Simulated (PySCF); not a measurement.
A made-up structure of ZnBH3, singlet:

B1  (-0.223, -0.803, 0.294)
Zn2  (0.300, 1.084, -0.400)
H3  (-1.259, -1.021, 0.859)
H4  (0.591, 0.780, 1.071)
H5  (0.692, 2.499, -0.921)
(Å)

It is relaxed with PBE-D4/def2-SVP and then PBE0-D4/def2-TZVP (PySCF 2.14 with density fitting (its default auxiliary sets; JK sets also for MP2 and CCSD(T))). Atoms count as bonded within 1.22 times the sum of their covalent radii (H–H: 0.88 Å). The end point is not checked to be a true minimum.

Question: Does its bonding change? (A judgement: the text doesn't fix the answer.)

Answer: By the calculation: Yes. Formed: B1–H4; broken: Zn2–H4.

Where it ends: The first stage lowers the energy by 3.00 eV in 20 steps. It ends as ZnBH₃ ([BH2][ZnH]):
```
atom    x (Å)    y (Å)    z (Å)
  B1  -0.2796  -0.0276   0.8153
 Zn2   0.4231   1.2318  -0.6803
  H3  -1.0968  -0.8827   0.6121
  H4   0.0989   0.0413   1.9521
  H5   0.9518   2.1762  -1.8000
```

Labels in which every atom is bracketed show which atoms are joined, not bond orders.

For scale, one of the runs: PBE0-D4/def2-TZVP relaxation, 97 basis functions, launched by `OMP_NUM_THREADS=2 python run.py`. The run took 20 s on 2 CPU threads of an Intel Xeon (shared host), with 0.96 GiB of host memory at its peak.
